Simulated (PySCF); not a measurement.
A calculated (r2SCAN, PySCF 2.14, x2c-QZVPPall, scalar relativity by spin-free X2C-1e) atom or ion has these occupied shells.

| shell | electrons | orbital energy (eV) | rms radius, mean of both spins (bohr) |
| --- | --- | --- | --- |
| 1s α | 1 | -34382.0 | 0.0305 |
| 1s β | 1 | -34381.8 | 0.0305 |
| 2s α | 1 | -5386.9 | 0.124 |
| 2s β | 1 | -5386.9 | 0.124 |
| 2p α | 3 | -4836.9 | 0.111 |
| 2p β | 3 | -4836.9 | 0.111 |
| 3s α | 1 | -1126.1 | 0.327 |
| 3s β | 1 | -1126.1 | 0.327 |
| 3p α | 3 | -946.84 | 0.327 |
| 3p β | 3 | -946.76 | 0.327 |
| 3d α | 5 | -679.39 | 0.305 |
| 3d β | 5 | -679.29 | 0.305 |
| 4s α | 1 | -223.30 | 0.762 |
| 4s β | 1 | -223.05 | 0.762 |
| 4p α | 3 | -166.08 | 0.816 |
| 4p β | 3 | -165.86 | 0.816 |
| 4d α | 5 | -82.002 | 0.945 |
| 4d β | 5 | -81.688 | 0.945 |
| 5s α | 1 | -40.894 | 1.90 |
| 5s β | 1 | -38.373 | 1.90 |
| 5p α | 3 | -27.870 | 2.21 |
| 5p β | 1 | -26.074 | 2.21 |

Question: Name the element and its charge.

Answer: Xe²⁺ (xenon, charge +2), in [Kr] 4d10 5s2 5p4, high-spin 3P determinant.
